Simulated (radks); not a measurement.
Spherical quantum dot in the effective-mass picture: electrons in a hard-walled sphere of radius 6.22, with a point charge +1 (a donor) at the centre, all in effective atomic units (hartree* = m*/eps^2 hartree, bohr* = eps/m* bohr), one dielectric constant everywhere. Method: non-relativistic Kohn-Sham, exchange-only LDA, spin-polarised, spherical densities; computed with a radial shooting solver with Libxc functionals. Levels are named by radial order and angular momentum (1s, 1p, 1d, 2s, ...), and open shells are averaged over m.

N = 20, configuration 1s2 1p6 1d10 2s(up 1, down 0) 1f(up 1, down 0). This is the lowest configuration that the search found. Occupied and some empty levels:

level    occupation  eigenvalue (hartree*)  <r> (bohr*)
1s up             1                 3.8886        4.093
1s down           1                 3.9106        4.331
1p up             3                 3.9600        4.476
1p down           3                 3.9730        4.489
1d up             5                 4.0694        4.596
1d down           5                 4.0816        4.598
2s up             1                 4.1240        1.971
1f up             1                 4.2211        4.693
1f down           0                 4.2331        4.692
2s down           0                 4.3106        2.208
1g up             0                 4.4123        4.776
1g down           0                 4.4243        4.775
2p up             0                 4.5736        3.049
2p down           0                 4.6247        3.191
2d up             0                 4.8660        3.494
2d down           0                 4.8915        3.546

Energy (hartree*): total 40.8277, kinetic 9.2590, external -5.3282, Hartree 41.357, exchange-correlation -4.4605.

Electron density:

r (bohr*)  n(r) (e/bohr*^3)
0.335                0.1610
0.799               0.06427
1.26                0.02703
1.73                0.01305
2.19               0.009050
2.66                0.01026
3.12                0.01517
3.58                0.02297
4.05                0.03167
4.51                0.03680
4.98                0.03261
5.44                0.01821
5.90               0.003457
